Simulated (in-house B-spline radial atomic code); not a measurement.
**Functionals against successive ionisation energies: Cr to Cr⁶⁺**

Ionisation energies as differences of self-consistent total energies from a B-spline radial code for spherical atoms: all electrons, radial basis limit, scalar-relativistic (one-electron X2C), spin-polarised at highest spin, spherical densities; exact exchange is averaged over the determinants of each configuration. No spin-orbit coupling, Breit or QED terms. NIST's values run from ground level to ground level, so in open shells the differences also hold multiplet and fine-structure energies that spherical high-spin averages miss. Columns give computed minus NIST, in eV; a star marks a semi-empirical value. Species are left out where the tabulated value is theory, is uncertain by more than 0.12 eV, or (13 ions, such as In⁴⁺, Te⁴⁺ and Bi⁴⁺) lies off its series for all methods alike, which flatters the means a little.

| species | shell | NIST (eV) | PBEsol | r2SCAN | B3LYP | BHandHLYP | revTPSS | OLYP |
| --- | --- | --- | --- | --- | --- | --- | --- | --- |
| Cr | 4s | 6.77 | +0.62 | +0.59 | +0.37 | -0.16 | +0.44 | +0.15 |
| Cr⁺ | 3d | 16.49 | +0.75 | +0.89 | +0.46 | -0.13 | +0.55 | +0.66 |
| Cr²⁺ | 3d | 30.96 ± 0.03 | +1.08 | +1.24 | +0.98 | +0.59 | +0.87 | +1.21 |
| Cr³⁺ | 3d | 49.16 ± 0.05* | +0.37 | +0.43 | +0.40 | +0.11 | +0.14 | +0.66 |
| Cr⁴⁺ | 3d | 69.46 ± 0.04* | -0.23 | -0.43 | -0.11 | -0.37 | -0.53 | +0.15 |
| Cr⁵⁺ | 3d | 90.63 | +0.19 | -0.42 | +0.38 | +0.15 | -0.25 | +0.55 |
| Cr⁶⁺ | 3p | 160.29 ± 0.06* | +0.08 | +1.06 | +0.33 | +0.24 | +0.39 | +0.63 |

(1) How do the methods rank, and which species is hardest?

Results:

(1) Mean absolute (signed) differences: BHandHLYP 0.25 (+0.06) eV; B3LYP 0.43 (+0.40) eV; revTPSS 0.45 (+0.23) eV; PBEsol 0.48 (+0.41) eV; OLYP 0.57 (+0.57) eV; r2SCAN 0.72 (+0.48) eV. For Cr²⁺, which loses a 3d electron, the nearest method is off by +0.59 eV, the largest such miss.
